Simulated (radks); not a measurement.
Q: These are the eigenvalues of the occupied orbitals of an atom or ion with whole-number occupations (eV). Method: Dirac Kohn-Sham, BLYP, spin-unpolarised, spherical densities, finite nucleus; Fermi nuclear charge, rms radius of each element as measured or else 0.836 A^(1/3) + 0.57 fm; computed with a radial shooting solver on a logarithmic mesh with Libxc functionals.

orbital  eigenvalue
1s1/2     -72498.38
2s1/2     -13361.37
2p1/2     -12827.74
2p3/2     -11388.89
3s1/2     -3840.333
3p1/2     -3602.935
3p3/2     -3288.274
3d3/2     -2889.507
3d5/2     -2821.367
4s1/2     -1488.780
4p1/2     -1387.937
4p3/2     -1301.342
4d3/2     -1135.544
4d5/2     -1117.877
4f5/2     -914.4755

Which element is it, and in what charge state? The configuration may be excited. Open shells, if any, fill j = l - 1/2 first.

A: Z = 75, rhenium, charge +28: Re28+ in [Kr] 4d10 4f1. The list shows which subshells hold electrons but not how many an open one holds; the 1s level, -2664.3 hartree, gives Z - s = 73.0 by -(Z - s)^2/2, which with screening and relativity narrows Z to a few neighbours, and the depths of the outer levels then fix element, charge and occupations together.
